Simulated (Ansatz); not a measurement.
Gas-phase electronic energies from Ansatz, PBE0-D4/def2-TZVP geometries. CCSD(T)/CBS is the MP2 limit (def2-TZVPP, def2-QZVPP) plus CCSD(T) − MP2 in def2-TZVPP, frozen cores. Double bonds are as drawn, so ΔE can hold a change between cis and trans. DFT in def2-TZVPP. B3LYP here is the variant with VWN-RPA as its local correlation; programs differ in this. One conformer a species, not always the lowest.

`C/N=C\[SiH2]S` + `BCCl` → `S[SiH2]CCl` + `B/C=N/C`  (redistribution)

```
             level  ΔE (kcal/mol)
             B3LYP           -4.7
CCSD(T)/def2-TZVPP           -4.4
```

(1) What does CCSD(T)/CBS give? (Best estimate.)

Largest T1 diagnostic among the species: 0.012.

## Answers

(1) Ansatz gave: -4.4 kcal/mol. The listed levels differ from it by -0.3, 0.0 kcal/mol.

In def2-TZVPP, CCSD(T) changes the Hartree–Fock value by +1.2 kcal/mol (the triples alone add +0.1 kcal/mol) and MP2 by +1.0 kcal/mol. The D4 term adds +1.0 kcal/mol with B3LYP and +0.6 kcal/mol with PBE0; it sums over pairs of atoms, weighted by their polarisabilities, and B3LYP, whose exchange is more repulsive, gets the larger term.
